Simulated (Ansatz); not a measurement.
Stepwise reaction of `[SiH3][O][In]([SH])[O][SiH3]` with hydrogen chloride, as a gas-phase model of exchange steps in deposition or etching. ΔE in kJ/mol.

Gas-phase electronic energies from Ansatz, PBE0-D4/def2-TZVP geometries. CBS: MP2 limit from def2 TZ/QZ plus the TZ coupled-cluster correction, frozen cores. This one scheme is used for every species. Functionals use def2-TZVPP. B3LYP here is the variant with VWN-RPA as its local correlation; programs differ in this. Elements past krypton have def2 core potentials. For In outer-core shells are correlated without core-valence functions, which leaves a few kJ/mol of doubt a bond. Each species was taken in one conformer, which may not be the lowest.

```tsv
step	reaction	PBE-D4	B3LYP-D4	ωB97M-V	CCSD(T)/CBS
1	`[SiH3][O][In]([SH])[O][SiH3]` + HCl → `[SiH3][O][In]([SH])[Cl]` + `O[SiH3]`	-72.6	-71.1	-73.3	-66.0
```

Task: Give the row of step 2, `[SiH3][O][In]([SH])[Cl]` + HCl → `[SH][In]([Cl])[Cl]` + `O[SiH3]`. (Estimate.)

Result: Ansatz gave: 
```
step                                                            reaction  PBE-D4  B3LYP-D4  ωB97M-V  CCSD(T)/CBS
   2  `[SiH3][O][In]([SH])[Cl]` + HCl → `[SH][In]([Cl])[Cl]` + `O[SiH3]`   -72.5     -71.3    -72.7        -64.7
```

Task: By hand: ΔE of the 2 steps together at CCSD(T)/CBS.

Result: (-66.0) + (-64.7) = -130.7 kJ/mol, or -65.3 kJ/mol a step.

In ΔE the steps differ by no more than 1.3 kJ/mol. All are downhill at CCSD(T)/CBS. PBE-D4 differs from CCSD(T)/CBS by -7.8 to -6.6 kJ/mol a step. Isolated molecules leave out the surface, adducts and barriers. Largest T1 diagnostic: 0.015.
